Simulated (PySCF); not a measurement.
**Circular dichroism: `C[Si@H]1CC[Si@H]1[SiH2]P`, C$_{3}$H$_{13}$PSi$_{3}$**

Geometry (Å), atoms numbered from 1 in this order:
```xyz
20

C    -0.609    1.114    2.279
Si   -1.579    0.211    0.917
C    -1.396    0.990   -0.835
C    -1.068   -0.258   -1.681
Si   -0.474   -1.477   -0.300
Si    1.851   -1.569   -0.179
P     2.563    0.558   -0.048
H    -1.031    2.092    2.491
H    -0.614    0.546    3.204
H     0.427    1.257    1.982
H    -2.989    0.099    1.337
H    -2.251    1.540   -1.222
H    -0.548    1.679   -0.851
H    -0.357   -0.041   -2.478
H    -1.972   -0.626   -2.166
H    -1.001   -2.838   -0.532
H     2.589   -2.262   -1.249
H     2.346   -2.170    1.068
H     2.236    0.875   -1.351
H     3.872    0.291   -0.390
```

Level of theory: TDDFT PBE0/def2-SVPD circular dichroism and optical rotation, one conformer, gas phase in PySCF. Geometry: GFN2-xTB.

The molecule is flexible and this is one conformer; a measurement averages over conformers.

Question: Assign R or S to each stereocentre.

Answer: Si2 S, Si5 R.

Question: Which excitations and rotatory strengths does the calculation give?

Answer: Rotatory strengths R in 10⁻⁴⁰ esu² cm², velocity form and length form (origin at the centre of mass); f in length form.
```csv
state,E (eV),λ (nm),f,R (velocity),R (length),main
1,5.62,221,0.029,-14.7,-12.0,"HOMO−2→LUMO 0.62, HOMO→LUMO 0.32"
2,5.67,218,0.002,+8.6,+8.3,"HOMO−1→LUMO 0.72, HOMO→LUMO 0.16"
3,5.75,216,0.138,+64.8,+61.6,"HOMO→LUMO 0.41, HOMO−2→LUMO 0.24"
4,5.85,212,0.005,-14.1,-12.9,"HOMO→LUMO+1 0.73, HOMO−1→LUMO+1 0.22"
5,6.01,206,0.030,-16.1,-16.0,"HOMO−1→LUMO+1 0.67, HOMO→LUMO+1 0.20"
6,6.23,199,0.045,-40.2,-40.0,HOMO−2→LUMO+1 0.85
7,6.42,193,0.010,+23.0,+22.4,"HOMO−3→LUMO 0.74, HOMO−1→LUMO+3 0.13"
8,6.48,191,0.004,-9.8,-9.1,"HOMO−1→LUMO+3 0.55, HOMO→LUMO+3 0.15"
9,6.56,189,0.071,-52.1,-47.5,HOMO→LUMO+2 0.78
10,6.60,188,0.006,+18.0,+16.9,"HOMO−2→LUMO+2 0.78, HOMO−2→LUMO+5 0.08"
11,6.63,187,0.104,+15.3,+15.2,"HOMO−1→LUMO+2 0.73, HOMO−3→LUMO+1 0.09"
12,6.79,183,0.020,+5.7,+5.3,"HOMO→LUMO+3 0.58, HOMO−1→LUMO+3 0.17"
13,6.83,182,0.014,+26.0,+24.7,"HOMO→LUMO+4 0.40, HOMO−1→LUMO+4 0.24"
14,6.89,180,0.003,+15.2,+13.4,"HOMO−1→LUMO+4 0.40, HOMO→LUMO+4 0.18"
15,6.92,179,0.048,-56.4,-55.1,"HOMO−3→LUMO+1 0.45, HOMO−4→LUMO 0.18"
16,6.97,178,0.022,+14.4,+14.0,HOMO→LUMO+5 0.58
```

Among the states computed, the strongest CD band (largest |R|) is state 3. The largest dissymmetry factor in size, g = 4R/(D+G), with D and G the electric and magnetic dipole strengths, is +0.048 for state 14 (velocity form, f = 0.003), among bands with |R| over 0.5. The mirror image has the same energies and oscillator strengths and all R with the opposite sign.
